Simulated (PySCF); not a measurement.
Point-charge models of `C(C)/C(C#C)=C(\C)S[SiH3]` against its computed dipole.

Coordinates (GFN2-xTB, Å) and charges (e) from the PBE0/pcSseg-1 density (PySCF):

```csv
atom,x,y,z,Mulliken,IAO,Hirshfeld,ESP-fitted
C1,-0.405,2.651,-1.050,-0.3874,-0.2365,-0.1041,-0.4622
C2,-0.387,1.541,-0.592,+0.3825,-0.0270,-0.0432,+0.1492
C3,-0.406,0.223,-0.081,-0.1647,-0.0251,+0.0048,-0.4022
C4,-1.561,-0.622,-0.561,-0.1537,-0.2499,-0.0610,+0.1846
C5,-2.772,-0.449,0.356,-0.2641,-0.4124,-0.1150,-0.3297
C6,0.525,-0.190,0.787,-0.4837,-0.0784,+0.0068,+0.5282
C7,0.604,-1.526,1.444,-0.1093,-0.4222,-0.1212,-0.7224
S8,1.831,0.932,1.296,-0.1639,-0.1518,-0.0778,-0.3411
Si9,3.142,0.689,-0.378,+0.4918,+0.5571,+0.2899,+0.3622
H10,-0.408,3.628,-1.434,+0.0410,+0.2023,+0.0921,+0.3074
H11,-1.272,-1.674,-0.603,+0.1278,+0.1381,+0.0420,-0.0017
H12,-1.829,-0.304,-1.571,+0.1340,+0.1527,+0.0443,+0.0448
H13,-2.533,-0.768,1.369,+0.1149,+0.1392,+0.0384,+0.0891
H14,-3.609,-1.041,-0.008,+0.1160,+0.1419,+0.0429,+0.0783
H15,-3.070,0.596,0.387,+0.1271,+0.1481,+0.0403,+0.1122
H16,-0.259,-2.147,1.222,+0.1195,+0.1439,+0.0467,+0.2281
H17,0.671,-1.387,2.523,+0.1438,+0.1651,+0.0476,+0.1913
H18,1.509,-2.046,1.126,+0.1354,+0.1578,+0.0466,+0.1817
H19,3.537,-0.716,-0.435,-0.0771,-0.1254,-0.0776,-0.0957
H20,2.430,1.067,-1.591,-0.0518,-0.1110,-0.0743,-0.0684
H21,4.255,1.561,-0.050,-0.0779,-0.1064,-0.0680,-0.0336
```

Q: What dipole does each set of charges give (1 e·Å = 4.803 D), and what does the density give?

A: The full density gives (-0.43, -1.33, -1.10) D, 1.78 D in size; dipole vectors point from the negative to the positive end.

```csv
scheme,μx,μy,μz,size (D),share of the full size (%),angle to the full dipole (°)
Mulliken,-0.06,-4.36,-0.53,4.40,247,35
IAO,0.55,-0.95,-0.86,1.39,78,37
Hirshfeld,-0.16,-0.63,-0.13,0.67,37,28
ESP-fitted,-0.43,-1.35,-1.08,1.78,100,1
```

Q: Which set comes closest?

A: Length of the difference vector: ESP-fitted 0.03 D, IAO 1.08 D, Hirshfeld 1.23 D, Mulliken 3.11 D. Closest: ESP-fitted. 

Q: What is left for the Hirshfeld atoms' own dipoles?

A: The Hirshfeld atoms' densities add up to the full density, so μ = Σ q r + Σ (atomic dipoles). The atomic dipoles sum to (-0.43, -1.33, -1.10) − (-0.16, -0.63, -0.13) = (-0.27, -0.70, -0.97) D, 1.23 D in size.

Q: With the origin at the mean of the coordinates, (0.000, 0.001, 0.103) Å, which are the largest single terms, by size, of the Mulliken dipole along the direction of the full one?

A: Si9 -2.30, C1 +2.17, S8 +1.48, H11 +1.22, C2 -1.15 D; all 21 atoms together +3.60 D. The single terms depend on the origin, their sum doesn't.

Q: Give the size of the full dipole in other units.

A: 1.78 D = 0.701 au = 0.371 e·Å = 5.94 × 10⁻³⁰ C·m.

Geometry: GFN2-xTB, one conformer, isolated molecule.

Conformer computed: `[CH:1]#[C:2]/[C:3]([CH2:4][CH3:5])=[C:6](/[CH3:7])[S:8][SiH3:9]`: C2–C3–C4–C5 -88°, C3–C6–S8–Si9 -82°.
